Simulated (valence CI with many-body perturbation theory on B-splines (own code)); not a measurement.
## Sc¹⁴⁺: electric-dipole lines

Computed by relativistic CI+MBPT: five valence electrons over a frozen Dirac-Fock core [He], radial functions for each j: 9 s, 9 p, 8 d, 6 f, 3 g, 1 h, with the one-electron correlation potential Σ1, the two-electron term Σ2, the three-electron term Σ3, Breit, model QED; selected CI, second order for the rest (own B-spline code, finite nucleus).

No measured spectrum was set against this ion. As an estimate, levels of excited configurations hold to 0.05 to 0.15 % of their energy, terms of the ground configuration to about 0.5 %. Among the levels kept, up to 2000 cm⁻¹ of a level comes from second order outside the variational space, and about a tenth of that is noise between levels of different J, which matters for small intervals.

Lines 101 to 150 of 274 in falling wavelength, among levels below 4812.2 × 10³ cm⁻¹, chosen from the strongest by gf and those to the six lowest levels. Wavelengths and rates use the calculated energies, so an error of 500 cm⁻¹ moves a line at 176.8 Å by 0.088 % and its rate by three times that or more. Electric multipoles are in the length gauge, E1 and E2 with the static RPA response of the core. Weak lines are less certain than strong ones. Lines between different terms over intervals too small for the method are left out, as are lines whose strength nearly cancels.

Names give the largest LS component (configuration and term), which can be under half, so a name can repeat, a term be missing and a line seem to break the LS rules; names also repeat where a configuration has a term twice. Letters in brackets count levels of one name in rising energy.

```tsv
λ vac (Å)	Upper	Lower	A (s⁻¹)	S (a.u.) with core polarisation	S without
176.8	2p⁵ ²P°_1/2	2s2p⁴ ²P_3/2	1.37e+10	7.45e-02	7.49e-02
173.4	2s2p⁴ ²D_3/2	2s²2p³ ²P°_1/2	2.17e+09	2.23e-02	2.24e-02
173.2	2s2p⁴ ⁴P_3/2	2s²2p³ ⁴S°_3/2	9.52e+09	9.77e-02	9.81e-02
169.9	2s2p⁴ ⁴P_1/2	2s²2p³ ⁴S°_3/2	1.03e+10	4.97e-02	4.99e-02
156.4	2s2p⁴ ²D_3/2	2s²2p³ ²D°_5/2	6.30e+08	4.76e-03	4.77e-03
155.7	2s2p⁴ ²D_5/2	2s²2p³ ²D°_5/2	1.86e+10	2.08e-01	2.08e-01
153.8	2s2p⁴ ²D_3/2	2s²2p³ ²D°_3/2	2.17e+10	1.55e-01	1.56e-01
153.1	2s2p⁴ ²D_5/2	2s²2p³ ²D°_3/2	7.88e+07	8.38e-04	8.42e-04
147.5	2p⁵ ²P°_3/2	2s2p⁴ ²D_5/2	2.77e+10	1.75e-01	1.76e-01
146.9	2p⁵ ²P°_3/2	2s2p⁴ ²D_3/2	6.29e+09	3.94e-02	3.95e-02
146.7	2s2p⁴ ²S_1/2	2s²2p³ ²P°_3/2	7.61e+09	2.37e-02	2.38e-02
143.4	2s2p⁴ ²S_1/2	2s²2p³ ²P°_1/2	2.12e+10	6.18e-02	6.21e-02
139.5	2s2p⁴ ²P_3/2	2s²2p³ ²P°_3/2	8.39e+09	4.50e-02	4.52e-02
138.7	2p⁵ ²P°_1/2	2s2p⁴ ²D_3/2	3.07e+10	8.09e-02	8.13e-02
136.6	2s2p⁴ ²P_3/2	2s²2p³ ²P°_1/2	4.35e+09	2.19e-02	2.20e-02
133.0	2s2p⁴ ²P_1/2	2s²2p³ ²P°_3/2	4.60e+10	1.07e-01	1.07e-01
131.3	2s2p⁴ ²D_3/2	2s²2p³ ⁴S°_3/2	6.78e+07	3.03e-04	3.04e-04
130.3	2s2p⁴ ²P_1/2	2s²2p³ ²P°_1/2	4.81e+09	1.05e-02	1.06e-02
129.7	2s2p⁴ ²S_1/2	2s²2p³ ²D°_3/2	1.81e+10	3.90e-02	3.91e-02
125.7	2s2p⁴ ²P_3/2	2s²2p³ ²D°_5/2	6.17e+10	2.42e-01	2.43e-01
124.1	2s2p⁴ ²P_3/2	2s²2p³ ²D°_3/2	1.20e+10	4.52e-02	4.54e-02
118.9	2s2p⁴ ²P_1/2	2s²2p³ ²D°_3/2	3.21e+10	5.34e-02	5.36e-02
113.3	2s2p⁴ ²S_1/2	2s²2p³ ⁴S°_3/2	2.15e+08	3.09e-04	3.10e-04
112.3	2p⁵ ²P°_3/2	2s2p⁴ ⁴P_5/2	5.31e+08	1.49e-03	1.49e-03
109.0	2s2p⁴ ²P_3/2	2s²2p³ ⁴S°_3/2	6.89e+08	1.76e-03	1.77e-03
25.84	2s²2p²3p ⁴D°_3/2	2s2p⁴ ⁴P_5/2	2.83e+09	9.66e-05	9.61e-05
25.69	2s²2p²3p ⁴P°_3/2	2s2p⁴ ⁴P_5/2	2.09e+10	6.99e-04	6.96e-04
25.61	2s²2p²3p ⁴P°_5/2	2s2p⁴ ⁴P_5/2	1.34e+10	6.66e-04	6.64e-04
25.60	2s²2p²3p ⁴D°_7/2	2s2p⁴ ⁴P_5/2	1.16e+09	7.66e-05	7.70e-05
25.56	2s²2p²3p ²D°_3/2 [a]	2s2p⁴ ⁴P_5/2	8.12e+09	2.68e-04	2.67e-04
25.43	2s²2p²3p ⁴S°_3/2	2s2p⁴ ⁴P_5/2	7.12e+10	2.31e-03	2.30e-03
25.38	2s²2p²3p ²D°_5/2 [a]	2s2p⁴ ⁴P_5/2	6.02e+09	2.91e-04	2.90e-04
24.97	2s2p³3s ⁶S°_5/2	2s2p⁴ ⁴P_5/2	2.20e+09	1.02e-04	1.01e-04
24.86	2s²2p²3p ²D°_3/2 [b]	2s2p⁴ ⁴P_5/2	1.78e+09	5.38e-05	5.36e-05
24.60	2s²2p²3p ²P°_3/2 [b]	2s2p⁴ ⁴P_5/2	1.33e+10	3.91e-04	3.89e-04
24.58	2s²2p²3s ⁴P_1/2	2s²2p³ ²P°_1/2	3.30e+09	4.83e-05	4.81e-05
24.58	2s2p³3s ⁴S°_3/2	2s2p⁴ ⁴P_3/2	2.79e+11	8.18e-03	8.14e-03
24.55	2s²2p²3s ⁴P_3/2	2s²2p³ ²P°_3/2	4.28e+09	1.25e-04	1.25e-04
24.42	2s2p³3s ⁴S°_3/2	2s2p⁴ ⁴P_5/2	4.92e+11	1.42e-02	1.41e-02
24.40	2s²2p²3s ²P_1/2	2s²2p³ ²P°_3/2	2.09e+10	3.00e-04	2.99e-04
24.33	2s²2p²3p ²P°_3/2 [c]	2s2p⁴ ⁴P_5/2	9.68e+09	2.75e-04	2.74e-04
24.30	2s²2p²3s ²P_1/2	2s²2p³ ²P°_1/2	3.13e+11	4.44e-03	4.42e-03
24.26	2s²2p²3s ²P_3/2	2s²2p³ ²P°_3/2	3.01e+11	8.49e-03	8.45e-03
24.17	2s²2p²3s ²P_3/2	2s²2p³ ²P°_1/2	1.90e+11	5.29e-03	5.27e-03
24.14	2s²2p²3s ⁴P_1/2	2s²2p³ ²D°_3/2	4.47e+10	6.21e-04	6.18e-04
24.09	2s²2p²3s ⁴P_3/2	2s²2p³ ²D°_5/2	1.82e+10	5.02e-04	4.99e-04
24.03	2s²2p²3s ⁴P_3/2	2s²2p³ ²D°_3/2	8.80e+09	2.41e-04	2.40e-04
23.97	2s²2p²3s ⁴P_5/2	2s²2p³ ²D°_5/2	3.12e+10	1.27e-03	1.27e-03
23.92	2s²2p²3s ²D_5/2	2s²2p³ ²P°_3/2	1.36e+11	5.51e-03	5.49e-03
23.90	2s²2p²3s ²D_3/2	2s²2p³ ²P°_3/2	4.57e+11	1.23e-02	1.23e-02
```
